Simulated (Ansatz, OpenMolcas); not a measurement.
**The same job for Ansatz**

This OpenMolcas 26.06 job computes BGeH3Cl2 (SMILES Cl[B](Cl)[GeH3]):

test.input:
```
&GATEWAY
 BASLIB=$CurrDir
 COORD
 7
 angstrom
 Cl       1.749500      -1.428200       1.208700
 B        0.206400      -1.021900       0.511500
 Cl      -1.082400      -2.191800       0.604700
 Ge      -0.123100       0.798500      -0.412200
 H       -0.556200       0.560600      -1.868300
 H       -1.266100       1.534300       0.306700
 H        1.133300       1.680500      -0.396700
 BASIS=cc-pVDZ
 GROUP=NoSym

&SEWARD
 GRIDINPUT
 Grid=UltraFine
 End of Grid

&SCF
 KSDFT=2
 1.0 MGGA_X_R2SCAN
 1.0 MGGA_C_R2SCAN
 THRESHOLDS=1e-10 1e-07 1e-07 1e-05
 PRORBITALS=1 2

&ALASKA
```

```bash
$ export MOLCAS_MEM=1860
$ pymolcas test.input > test.log
```

(Basis files named in the input come from the Basis Set Exchange and aren't shown.)

Geometry: relaxed at PBE0-D4/def2-TZVP.

It gives a total energy of -3024.012506 Eh.

Problem. Write the same calculation for Ansatz 0.2.0 as an input file of the program's own, asking for the energy.

Solution. One way, which was run:

input.yaml:
```yaml
crystal:
  periodic: [false, false, false]
  atoms:
    - symbol: Cl
      position_ang: [1.749500, -1.428200, 1.208700]
    - symbol: B
      position_ang: [0.206400, -1.021900, 0.511500]
    - symbol: Cl
      position_ang: [-1.082400, -2.191800, 0.604700]
    - symbol: Ge
      position_ang: [-0.123100, 0.798500, -0.412200]
    - symbol: H
      position_ang: [-0.556200, 0.560600, -1.868300]
    - symbol: H
      position_ang: [-1.266100, 1.534300, 0.306700]
    - symbol: H
      position_ang: [1.133300, 1.680500, -0.396700]
basis:
  gaussian: {orbitals: cc-pVDZ}
hamiltonian: {xc: r2scan}
output: {orbitals: {seedname: orbitals}}
accuracy: high
```

```bash
$ ansatz run input.yaml --threads 1 --pin off --max-ram 3480MiB --events-out events.jsonl --progress --plain --runs-dir runs
```

Its energy is -3024.012655 Eh, 0.149 mEh from the first; the programs' integration grids differ.
